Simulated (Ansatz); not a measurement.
The first iterations of a band of GaH₃O₂ (6 atoms, charge 0, multiplicity 1).

Theory: RKS PBE-D4/def2-SVP in Ansatz.

| Quantity | Value |
| --- | --- |
| movable images | 5 |
| climbing image | yes |
| spring | 5.0 eV/Å² |
| optimiser | quadratic models (default) |
| start path | through a guess of the saddle point |
| force threshold | 0.5 eV/Å |
| iteration limit | 60 |
| end points | relaxed |

Initial state:

```xyz
6
Properties=species:S:1:pos:R:3
Ga 0.251 -0.287 0.311
H 0.067 -0.206 1.867
O 1.832 -0.368 -0.540
H 2.581 -0.357 0.083
O -1.085 -0.312 -0.891
H -1.961 -0.269 -0.468
```

Final state:

```xyz
6
Properties=species:S:1:pos:R:3
Ga -0.268 1.183 0.251
H 1.642 -0.672 1.325
O 1.574 -0.280 0.433
H 0.892 -0.843 -0.046
O -0.689 -0.506 -0.521
H -1.467 -0.682 -1.078
```

| iteration | highest image above the first end (eV) | largest band force component (eV/Å) |
| --- | --- | --- |
| 1 | 4.208 | 19.569 |
| 2 | 2.364 | 3.381 |
| 3 | 1.792 | 1.659 |
| 4 | 1.593 | 1.351 |

Does the band converge within its limit, and where does its top end?

The forces met the threshold. It ended after 12 iterations with the highest image 1.978 eV above the first end. The threshold of 0.5 eV/Å is loose, so the images may lie well off the minimum-energy path. Neighbouring images differ by up to 1.6 eV, so the band resolves the path poorly. The order of the stationary point at the top wasn't checked. The orbitals stay closed-shell, which can raise the energy where a bond breaks towards radicals; this wasn't checked here.

Time of the run: 52 s on 1 thread of Intel(R) Xeon(R) 6975P-C (Granite Rapids), on a shared host, peak memory 0.15 GiB.
